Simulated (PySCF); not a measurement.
## A small calculation by hand: oscillator strength and radiative lifetime

C₃H₄ClNSi, SMILES C1=N[Si@H](C=C1)Cl.

The structure is a stationary point at B3LYP-D3(BJ)/def2-SVP. The structure was generated by enumeration; whether it is a known compound was not checked.

TDA-PBE0/def2-SVPD (PySCF) puts the first singlet state with f over 0.02 at 4.93 eV (vertical), with the transition dipole (-0.201, -0.494, -0.137) in atomic units.

### Question
Find the oscillator strength, the wavelength and the radiative lifetime that this transition would have in vacuum if emission retraced absorption.

### Answer

|μ|² = 0.3032 au, so |μ| = 1.40 D. ΔE = 4.93/27.211 = 0.1812 hartree. f = (2/3) ΔE |μ|² = 0.037 (the program prints 0.037).
λ = 1239.84/4.93 = 251 nm; ν = 39763 cm⁻¹.
Einstein's coefficient A = 0.6670 ν² f s⁻¹ (ν in cm⁻¹) = 3.9e7 s⁻¹, so τ = 1/A = 26 ns. This state is S2; the lower singlet has f = 0.001. The figure is the radiative limit of this one transition; relaxation, internal conversion, crossing to triplets and a medium change what is measured.
